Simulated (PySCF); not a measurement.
Delta-SCF ions had no search for a lower state. Excitations are Tamm–Dancoff values on a coarser integration grid. The basis has no diffuse functions, so Rydberg states are missing or too high.

Cartesian coordinates (Å):
SMILES: BB
```xyz
6

B      0.8177     0.0099     0.0228
B     -0.8187    -0.0095    -0.0228
H      1.4764    -0.7000    -0.6751
H      1.4191     0.7349     0.7558
H     -1.4604    -0.7328     0.6772
H     -1.4372     0.6990    -0.7579
```
Charge 0, multiplicity 1.

Q: Give the LUMO, S1 excitation (TDA), total energy, vertical ionisation energy (Delta-SCF) and HOMO at the level PySCF 2.14.0 with M06-2X/def2-TZVP.

A: 
- LUMO: -0.71 eV
- S1 excitation (TDA): 4.93 eV
- total energy: -1415.46 eV
- vertical ionisation energy (Delta-SCF): 11.31 eV
- HOMO: -9.82 eV
